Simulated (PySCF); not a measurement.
# Mayer bond orders and bond lengths

Compound: C4H6N2Si.
Atom-mapped SMILES: `[SiH3:1][c:2]1[cH:3][cH:4][cH:5][n:6][n:7]1` (hydrogens: H8, H9, H10 on Si1; H11 on C3; H12 on C4; H13 on C5)

Structure used (GFN2-xTB), in Å, numbered top down from 1:
```
atom  x, y, z in Å
Si1    2.3441    0.0614    0.2704
C2     0.4656   -0.1382    0.1222
C3    -0.3979    0.8155   -0.4288
C4    -1.7450    0.5227   -0.4661
C5    -2.1309   -0.7120    0.0533
N6    -1.2682   -1.5704    0.5611
N7    -0.0010   -1.2872    0.5938
H8     2.9863   -0.9651   -0.5459
H9     2.7119   -0.0542    1.6781
H10    2.6751    1.3976   -0.2384
H11   -0.0079    1.7490   -0.8086
H12   -2.4717    1.2098   -0.8749
H13   -3.1646   -1.0286    0.0660
```

Bond orders from the PBE0/pcSseg-1 density (PySCF). Isolated species at its GFN2-xTB geometry, gas phase. GFN2-xTB frequencies show an imaginary mode (39i cm⁻¹), so this geometry is no minimum at that level.

Problem. Where do the orders between heavy atoms depart from those drawn in the SMILES?

Solution. The largest departure is 0.190, at C2–C3 (drawn aromatic, 1.310), counting aromatic bonds as 1.5. Drawn single, order below 0.88: Si1–C2 (0.857). The bonds drawn aromatic range from 1.31 to 1.50.

Problem. Set the Mayer orders of the bonds beside their lengths.

Solution. 
```
   bond  drawn as  length (Å)  Mayer order
 Si1–C2    single       1.895        0.857
  C2–C3  aromatic       1.400        1.310
  C3–C4  aromatic       1.379        1.472
  C4–C5  aromatic       1.394        1.338
  C5–N6  aromatic       1.319        1.497
  N6–N7  aromatic       1.299        1.345
  N7–C2  aromatic       1.327        1.417
 Si1–H8    single       1.460        0.947
 Si1–H9    single       1.460        0.948
Si1–H10    single       1.468        0.932
 C3–H11    single       1.081        0.973
 C4–H12    single       1.080        0.970
 C5–H13    single       1.081        0.971
```

By pair of heavy elements: C–C: lowest C2–C3 (1.310, 1.400 Å), highest C3–C4 (1.472, 1.379 Å). C–N: lowest N7–C2 (1.417, 1.327 Å), highest C5–N6 (1.497, 1.319 Å).

Problem. Sum the orders of all bonds at each heavy atom with more than one neighbour and set the sums beside the valence in the SMILES.

Solution. Si1 3.684 (drawn 4), C2 3.584 (drawn 4), C3 3.755 (drawn 4), C4 3.780 (drawn 4), C5 3.806 (drawn 4), N6 2.842 (drawn 3), N7 2.762 (drawn 3). Orders between atoms that aren't bonded are not in these sums.

For a closed shell the Mayer order of atoms A and B is Σ (PS)μν (PS)νμ over the basis functions μ on A and ν on B, with P the density and S the overlap matrix.
